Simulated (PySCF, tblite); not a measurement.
C5H12ClSi (doublet state).
SMILES with atom numbers: `[CH3:1][SiH2:2][C:3]([CH3:4])[CH2:5][CH2:6][Cl:7]` (hydrogens: H8, H9, H10 on C1; H11, H12 on Si2; H13, H14, H15 on C4; H16, H17 on C5; H18, H19 on C6)

Jobs on this species (19 atoms, 73 electrons) with PySCF (density fitting) and tblite. Hardware of each: one thread, AMD EPYC 7B13 (x86_64), no GPU, on a shared host. The host was shared with other jobs, so the times are rough.

Question: Rank these jobs by wall time, shortest first.
A. UKS B3LYP, pcH-1 on C Cl H Si, non-relativistic, mean-field spin-orbit, GIAO; unrestricted SCF, g, hyperfine, density and orbital grids written; 315 basis functions
B. GFN2-xTB; L-BFGS relaxation
C. GFN2-xTB; Hessian by finite differences

Answer: C (0.89 s), B (2.1 s), A (98 s).

All jobs:

```tsv
level and settings	work	basis functions	SCF cycles	wall time
GFN2-xTB	Hessian by finite differences	–	–	0.89 s
GFN2-xTB	L-BFGS relaxation	–	–	2.1 s
UKS B3LYP, pcH-1 on C Cl H Si, non-relativistic, mean-field spin-orbit, GIAO	unrestricted SCF, g, hyperfine, density and orbital grids written	315	12	98 s
```

Question: What do all jobs in the table cost together?

Answer: About 1.7 min; the longest takes about 97 % of that, and about 110 times as long as the shortest.
